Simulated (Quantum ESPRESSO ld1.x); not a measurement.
ld1.x (Quantum ESPRESSO 7.5) input

```
 &input
    atom='Er',
    iswitch=1,
    rel=1,
    dft='SLA-VWN',
    config='[Kr] 4d10 4f10 5s2 5p3',
    prefix='ld1',
    max_out_wfc=37,
    file_charge='ld1.rho',
 /
```

Command: `OMP_NUM_THREADS=1 ld1.x < ld1.in > ld1.out`

Output (excerpt):

```
     Program LD1 v.7.5 starts

     --------------------------- All-electron run ----------------------------

     scalar relativistic calculation

     atomic number is 68.00
     dft =SLA-VWN   lsd =0 sic =0 latt =0  beta=0.20 tr2=1.0E-14
     Exchange-correlation= SLA-VWN
                           (   1   2   0   0   0   0   0)
     mesh =2105 r(mesh) = 100.73490 a.u. xmin = -8.00 dx = 0.00800
     1 Ry =  13.60569312 eV, c = 137.03599908

     n l     nl                  e(Ry)          e(Ha)          e(eV)
     1 0     1S 1( 2.00)     -4221.5873     -2110.7936    -57437.6211
     2 0     2S 1( 2.00)      -716.1245      -358.0623     -9743.3708
     2 1     2P 1( 6.00)      -634.5742      -317.2871     -8633.8221
     3 0     3S 1( 2.00)      -166.7998       -83.3999     -2269.4275
     3 1     3P 1( 6.00)      -141.9955       -70.9977     -1931.9469
     4 0     4S 1( 2.00)       -39.3758       -19.6879      -535.7345
     4 1     4P 1( 6.00)       -31.1915       -15.5958      -424.3822
     3 2     3D 1(10.00)      -110.8905       -55.4453     -1508.7428
     4 2     4D 1(10.00)       -20.2188       -10.1094      -275.0906
     4 3     4F 1(10.00)        -8.1083        -4.0542      -110.3191
     5 0     5S 1( 2.00)       -11.0275        -5.5137      -150.0367
     5 1     5P 1( 3.00)        -8.8161        -4.4081      -119.9496

     final scf error:  6.9E-15 reached in  26 iterations

     Etot =  -26128.524007 Ry,  -13064.262004 Ha, -355496.679397 eV

     Ekin =   28327.280270 Ry,   14163.640135 Ha,  385412.282369 eV
     Encl =  -63652.188830 Ry,  -31826.094415 Ha, -866032.147823 eV
     Eh   =    9727.230859 Ry,    4863.615429 Ha,  132345.718004 eV
     Exc  =    -530.846307 Ry,    -265.423153 Ha,   -7222.531947 eV
```

Run on one thread of a shared host, so times are rough (Intel(R) Xeon(R) Processor @ 2.60GHz): 0.57 s of CPU time, 1.3 s wall, 26 iterations on 2105 mesh points.
